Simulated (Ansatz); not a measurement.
Computed with Ansatz on PBE0-D4/def2-TZVP structures; ΔE is electronic, products minus reactants. CCSD(T)/CBS adds triple-zeta CCSD(T) − MP2 to the extrapolated MP2 energy (def2 sets, frozen cores). This one scheme is used for every species. One conformer a species, not always the lowest.

Consider the formal exchange of groups at the Al–F bond: `C[SiH2][Al]([F])[F]` + SiH₄ → `C[SiH2][Al]([F])[SiH3]` + H–F.

`C[SiH2][Al]([F])[F]`:

Z-matrix (Å, degrees):
```
C
Si 1 1.877
H 1 1.092 2 110.9
H 1 1.092 2 110.9 3 119.9
H 1 1.092 2 110.4 3 -120.1
Al 2 2.436 1 112.5 3 -59.7
H 2 1.491 1 110.6 3 61.1
H 2 1.491 1 110.6 3 179.3
F 6 1.645 2 122.3 1 -178.1
F 6 1.647 2 121.3 1 2.0
```

SiH₄:

Cartesian coordinates in Å:
```
Si 0.000 0.000 0.000
H 0.943 0.023 -1.146
H -0.538 1.365 0.226
H 0.713 -0.459 1.219
H -1.119 -0.930 -0.299
```

`C[SiH2][Al]([F])[SiH3]`:

Cartesian coordinates in Å:
```
C -0.669 1.996 0.633
Si -0.683 0.375 1.592
Al 0.209 -1.495 0.269
F 0.207 -2.995 0.976
Si 1.091 -1.394 -2.026
H -1.283 1.923 -0.267
H 0.346 2.259 0.326
H -1.061 2.811 1.246
H -2.077 0.061 2.026
H 0.125 0.525 2.839
H 1.668 -0.047 -2.309
H 2.143 -2.413 -2.297
H -0.014 -1.606 -3.008
```

H–F:

Cartesian coordinates in Å:
```
F 0.299 -0.174 -0.303
H -0.299 0.174 0.303
```

```
                 species  CCSD(T)/CBS(def2) energy (Eh)
   `C[SiH2][Al]([F])[F]`                     -771.91015
                    SiH₄                     -291.46306
`C[SiH2][Al]([F])[SiH3]`                     -962.90562
                     H–F                     -100.39570
```

Question: Work out ΔE.

Answer: ΔE = (-962.90562) + (-100.39570) − (-771.91015) − (-291.46306) = 0.07189 Eh = +188.7 kJ/mol.

Largest T1 diagnostic among the species: 0.013.

The D4 term adds −5.9 kJ/mol with B3LYP and −3.6 kJ/mol with PBE0; it sums over pairs of atoms, weighted by their polarisabilities, and B3LYP, whose exchange is more repulsive, gets the larger term. In def2-TZVPP, CCSD(T) changes the Hartree–Fock value by −23.7 kJ/mol (the triples alone add −3.3 kJ/mol) and MP2 by −15.0 kJ/mol.

B3LYP here is the variant with VWN-RPA as its local correlation; programs differ in this.
